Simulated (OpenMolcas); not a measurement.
## Computed transition rates of Be

```json
{"Program": "OpenMolcas", "Method": "SS-RASPT2, IPEA 0.25 Eh, imaginary shift 0.1 Eh (closed shells correlated: 1s)", "Basis": "ANO-RCC-VTZP [4s3p2d1f]", "Scalar Hamiltonian": "DKH2, point nucleus", "Active space": "2 electrons in 9 orbitals (RAS2 2s 2p; RAS3 3d, at most 2 electrons)", "State averaging": "2S+1 = 3 even, 3 roots; 2S+1 = 1 even, 6 roots; 2S+1 = 3 odd, 3 roots; 2S+1 = 1 odd, 3 roots", "Spin-orbit coupling": "state interaction with AMFI integrals over the reference wave functions, term energies averaged over their components"}
```

Rates come from the transition moments of the reference wave functions (E1 and E2 in the length form). At fixed line strength A goes as λ^-3 for E1 and M1 and as λ^-5 for E2, so a rate at the computed wavelength can be rescaled to the measured one. Measured vacuum wavelengths follow from level energies in NIST Handbook of Basic Atomic Spectroscopic Data. Branching counts decays inside the model space alone, at computed energies, and the table is only a selection of the E1 lines, drawn from those between levels with measured partners whose computed energy lies within a factor of 1.5 of the measured one.

```csv
Upper,Lower,Type,λ computed (nm),λ measured (nm),A computed (s-1),A rescaled (s-1),Branching %
2p² ¹D₂,2s 2p ¹P°₁,E1,592.8,698.5,2.09e+07,1.28e+07,100.0
2s 2p ³P°₁,2s² ¹S₀,E1,457.9,455,1.32e-01,,100.0
2p² ³P₁,2s 2p ³P°₂,E1,261.9,265.2,1.92e+08,1.85e+08,41.7
2p² ³P₀,2s 2p ³P°₁,E1,261.8,265.1,4.61e+08,4.44e+08,100.0
2p² ³P₂,2s 2p ³P°₂,E1,261.8,265.1,3.46e+08,3.33e+08,75.0
2p² ³P₁,2s 2p ³P°₁,E1,261.8,265.1,1.15e+08,1.11e+08,25.0
2p² ³P₁,2s 2p ³P°₀,E1,261.8,265.1,1.54e+08,1.48e+08,33.3
2p² ³P₂,2s 2p ³P°₁,E1,261.8,265.1,1.15e+08,1.11e+08,25.0
2s 2p ¹P°₁,2s² ¹S₀,E1,228,234.9,5.82e+08,5.32e+08,100.0
```

Spin-changing lines and M1 lines between different terms are not rescaled, since their strength hangs on the term gaps too.

The largest correction is for 2p² ¹D₂ → 2s 2p ¹P°₁ (E1): 2.09e+07 × (592.8 / 698.5)^3 = 1.28e+07 s-1, a factor of 0.61.

The computed order of these levels differs from the measured one in 1 place, and where term gaps are wrong the rates of spin-changing lines can be off by large factors.

No measured rate stands beside these. Rescaling mends the energy factor alone: line strengths can still be far off where a level mixes with configurations outside the active space, and weak or spin-changing lines hang on small mixing coefficients that depend on the term gaps too, so rescaling need not improve them.

Active for correlation alone: 3d; no level in the range computed is led by a configuration that fills it, so any true level of that kind is missing. Computed and measured levels are paired by configuration, term and J; levels that our copy of the source lacks, or whose pairing is in doubt (as where it misses far off the trend of its configuration), stay unpaired. Only configurations of the active space appear.

° marks odd parity.
